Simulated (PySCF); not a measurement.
Species: CH₄BClO.
SMILES with atom numbers: `[CH3:1][O:2][BH:3][Cl:4]` (hydrogens: H5, H6, H7 on C1; H8 on B3)

Torsions of this conformer, `[CH3:1][O:2][BH:3][Cl:4]`: C1–O2–B3–Cl4 0°.

The closed-shell ground state was solved at several levels (PySCF, density fitting, gas phase, non-relativistic). Geometry: PBE0-D3(BJ)/def2-SVP, one conformer, isolated molecule.

```json
{"level": "mPW1PW91/pcSseg-2", "basis functions": "207", "total energy (Eh)": "-600.9271", "HOMO (eV)": "-8.95", "LUMO (eV)": "-0.34", "gap (eV)": "8.61", "dipole (D)": "1.75"}
{"level": "B3LYP/def2-SVPD", "basis functions": "122", "total energy (Eh)": "-600.6511", "HOMO (eV)": "-8.69", "LUMO (eV)": "-0.57", "gap (eV)": "8.12", "dipole (D)": "1.75"}
```

Task: What might PBE0/pcSseg-1 (95 basis functions) give for the same quantities?

Result: Total energy -600.5110 Eh, HOMO -8.92 eV, LUMO -0.22 eV, gap 8.70 eV, dipole 1.92 D.

Task: Over all these levels, which gives the widest orbital gap and which the narrowest?

Result: PBE0/pcSseg-1 (global hybrid, 25 % exact exchange) has the widest, 8.70 eV, and B3LYP/def2-SVPD (global hybrid, 20 % exact exchange) the narrowest, 8.12 eV. Functional and basis both differ between the two, so the spread mixes both effects.

Task: How far do the dipole and the HOMO energy spread over the levels?

Result: The dipole runs from 1.75 to 1.92 D (mean 1.81 D) and the HOMO from -8.95 to -8.69 eV.
